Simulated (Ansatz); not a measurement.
Ti2H2. Charge 0, multiplicity 1. Geometry relaxed at r2SCAN-D4/def2-TZVP.

```
atom   x (Å)   y (Å)   z (Å)
 Ti1  -0.300   0.830   0.340
 Ti2   0.300  -0.830  -0.340
  H3   0.852  -2.361  -0.965
  H4  -0.852   2.360   0.965
```

The restricted singlet is unstable: a solution with broken spin symmetry lies lower. The geometry of the singlet was relaxed on an unsound state (restricted singlet, unstable towards broken spin symmetry). The structure comes from a short search, and lower isomers may exist.

Q: Estimate the harmonic wavenumbers at RKS r2SCAN-D4/def2-TZVP (Ansatz, unscaled). Is this a minimum?

A: 377, 377, 579, 579, 586, 1558, 1590 cm⁻¹. Yes, no mode is imaginary beyond noise. Zero-point energy 33.8 kJ/mol. Hardware: 4 threads of Arm Neoverse V1 on a shared host. Wall time 34 s.
